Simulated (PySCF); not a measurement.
A PySCF script (with the pyscf-properties extension) for the NMR shieldings of SMILES B[Si@@H]([SiH2]C)C(F)(F)F, C2H8BF3Si2, on a GFN2-xTB geometry:

```python
import basis_set_exchange as bse
import numpy as np
from pyscf import gto, dft
from pyscf.prop import nmr

atoms = """
B     0.618666    2.315185   -0.145907
Si    0.955863    0.565628    0.619405
Si   -0.941233   -0.724740    1.150797
C    -2.118398   -0.723607   -0.342536
C     1.816663   -0.562567   -0.740468
F     1.097756   -0.607368   -1.888521
F     3.046847   -0.131989   -1.092037
F     1.970363   -1.850403   -0.358355
H     0.554690    3.266112    0.531489
H     0.356437    2.448247   -1.278435
H     1.966719    0.413448    1.683826
H    -0.612085   -2.109242    1.509818
H    -1.632480   -0.120416    2.300932
H    -2.492185    0.275695   -0.551637
H    -2.977814   -1.365342   -0.171029
H    -1.617408   -1.079696   -1.238753
"""
names = dict.fromkeys(["B", "Si", "C", "F", "H"], "pcSseg-1")
basis = {el: gto.basis.parse(bse.get_basis(n, elements=[el], fmt="nwchem")) for el, n in names.items()}
mol = gto.M(atom=atoms, basis=basis, charge=0, verbose=0)
mf = dft.RKS(mol, xc="PBE0")
mf.grids.level = 2
mf.grids.alignment = dft.numint.BLKSIZE   # the property module wants whole blocks of grid points
mf.conv_tol = 1e-9
mf.kernel()

calc = nmr.RKS(mf)   # GIAO
C = mf.mo_coeff
Co = C[:, mf.mo_occ > 0]
resp = mf.gen_response(singlet=True, hermi=2)
def vind(x):   # induced exchange potential for any number of trial vectors
    d = np.einsum("pi,xij,qj->xpq", C, 2 * x.reshape(-1, C.shape[1], Co.shape[1]), Co, optimize=True)
    return np.einsum("xpq,pi,qj->xij", resp(d - d.transpose(0, 2, 1)), C, Co, optimize=True).ravel()
mo1, _ = nmr.rhf.solve_mo1(calc, with_cphf=vind)
sigma = calc.kernel(mo1)
for i, s in enumerate(sigma):   # ppm
    print("%2d %-2s %9.2f" % (i, mol.atom_pure_symbol(i), np.trace(s) / 3))
```

Task: What are the results?

Result: 
```
 0 B     -16.13
 1 Si    410.44
 2 Si    418.00
 3 C     193.90
 4 C      42.80
 5 F     237.51
 6 F     227.01
 7 F     232.58
 8 H      21.09
 9 H      20.84
10 H      27.27
11 H      27.33
12 H      27.63
13 H      31.86
14 H      31.30
15 H      30.96
```

These numbers come from an equivalent density-fitted implementation of the same equations, which agrees with the script to about 0.01 ppm for H and up to a few tenths of a ppm for heavy atoms, so last digits may differ.

Size and cost of the density-fitted run: 190 basis functions, 23 s wall time on 1 thread of an Arm Neoverse V2, shared host; peak memory 0.78 GiB.
